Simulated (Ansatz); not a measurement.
```yaml
crystal:
  periodic: [false, false, false]
  atoms:
    - {symbol: C, position_ang: [0.175534, -1.102327, 0.979719]}
    - {symbol: N, position_ang: [0.702966, -0.333398, -0.160166]}
    - {symbol: In, position_ang: [-0.681537, 1.332779, -0.852629]}
    - {symbol: Cl, position_ang: [-2.540969, 0.034724, -1.389806]}
    - {symbol: Cl, position_ang: [0.617411, 2.160736, -2.598830]}
    - {symbol: Cl, position_ang: [-0.763772, 2.557127, 1.128587]}
    - {symbol: H, position_ang: [0.861752, -1.893090, 1.288164]}
    - {symbol: H, position_ang: [-0.779916, -1.541305, 0.694394]}
    - {symbol: H, position_ang: [0.007044, -0.421832, 1.813712]}
    - {symbol: H, position_ang: [0.871106, -0.940597, -0.956674]}
    - {symbol: H, position_ang: [1.595781, 0.090184, 0.074029]}
basis:
  gaussian: {orbitals: def2-SVPD, fitting: {mean_field: cc-pVTZ-jkfit}}
hamiltonian: {xc: {name: HF}}
correlation: {method: mp2}
```

```sh
$ ansatz run in.yaml --threads 4 --pin off --events-out ev --progress --plain --max-ram 11315MiB
```

How does Ansatz answer? (An estimate is asked.)

Ansatz gave: The input was rejected before any iteration.
```
Functional definition: HF
Error: <dir> the basis set cc-pVTZ-JKFIT has no functions for In
```
